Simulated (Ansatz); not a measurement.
Geometry optimisation, RKS revPBE/def2-SVP in Ansatz.

input.yaml

```yaml
crystal:
  periodic: [false, false, false]
  atoms:
    - { symbol: C, position_ang: [-0.65113, 1.80576, -1.20066] }
    - { symbol: Si, position_ang: [-0.24007, 0.20665, -0.44279] }
    - { symbol: C, position_ang: [0.6744, -0.75868, 0.85848] }
    - { symbol: F, position_ang: [-0.85183, -0.72899, -1.57201] }
    - { symbol: H, position_ang: [-1.52848, 2.42565, -1.00947] }
    - { symbol: H, position_ang: [0.99698, -0.15388, 1.70842] }
    - { symbol: H, position_ang: [1.56594, -1.22822, 0.42357] }
    - { symbol: H, position_ang: [0.0342, -1.56829, 1.23447] }
total_charge: 1
basis:
  gaussian: { orbitals: def2-SVP }
hamiltonian:
  xc: revpbe
relax:
  f_tol: 0.015
  max_steps: 40
```

Command:

```bash
$ ansatz run input.yaml --threads 1 --pin off --max-ram 2048MiB --backend cpu --events-out ev --progress --plain --runs-dir out
```

Where does it end, and by what steps?

The forces met the threshold. The force dipped under the threshold on the way, but the program's further checks kept it going. Limits of this set-up: the dipole of an ion depends on the origin. After 14 steps the energy has fallen by 0.273 eV; H5 moved furthest, 0.39 Å.

```json
{"step": "0", "energy less start (eV)": "0.0000", "largest force component (eV/Å)": "1.021", "accepted": "yes"}
{"step": "1", "energy less start (eV)": "-0.1489", "largest force component (eV/Å)": "0.523", "accepted": "yes"}
{"step": "2", "energy less start (eV)": "-0.1912", "largest force component (eV/Å)": "0.392", "accepted": "yes"}
{"step": "3", "energy less start (eV)": "-0.2275", "largest force component (eV/Å)": "0.564", "accepted": "yes"}
{"step": "4", "energy less start (eV)": "-0.2509", "largest force component (eV/Å)": "0.473", "accepted": "yes"}
{"step": "5", "energy less start (eV)": "-0.1582", "largest force component (eV/Å)": "1.003", "accepted": "no"}
{"step": "6", "energy less start (eV)": "-0.2690", "largest force component (eV/Å)": "0.114", "accepted": "yes"}
{"step": "7", "energy less start (eV)": "-0.2675", "largest force component (eV/Å)": "0.316", "accepted": "no"}
{"step": "8", "energy less start (eV)": "-0.2707", "largest force component (eV/Å)": "0.057", "accepted": "yes"}
{"step": "9", "energy less start (eV)": "-0.2711", "largest force component (eV/Å)": "0.135", "accepted": "yes"}
{"step": "10", "energy less start (eV)": "-0.2724", "largest force component (eV/Å)": "0.018", "accepted": "yes"}
{"step": "11", "energy less start (eV)": "-0.2729", "largest force component (eV/Å)": "0.040", "accepted": "yes"}
{"step": "12", "energy less start (eV)": "-0.2731", "largest force component (eV/Å)": "0.025", "accepted": "yes"}
{"step": "13", "energy less start (eV)": "-0.2732", "largest force component (eV/Å)": "0.010", "accepted": "yes"}
{"step": "14", "energy less start (eV)": "-0.2733", "largest force component (eV/Å)": "0.012", "accepted": "yes"}
```

```xyz
8
Properties=species:S:1:pos:R:3
C -0.654 1.654 -0.894
Si -0.415 -0.067 -0.561
C 0.630 -0.699 0.814
F -0.846 -0.978 -1.816
H -1.235 2.592 -0.806
H 0.870 0.113 1.533
H 1.572 -1.108 0.386
H 0.078 -1.507 1.343
```

Whether the end is a true minimum wasn't checked by a vibrational analysis.

Run time: 18 s on 1 CPU thread of a shared host.
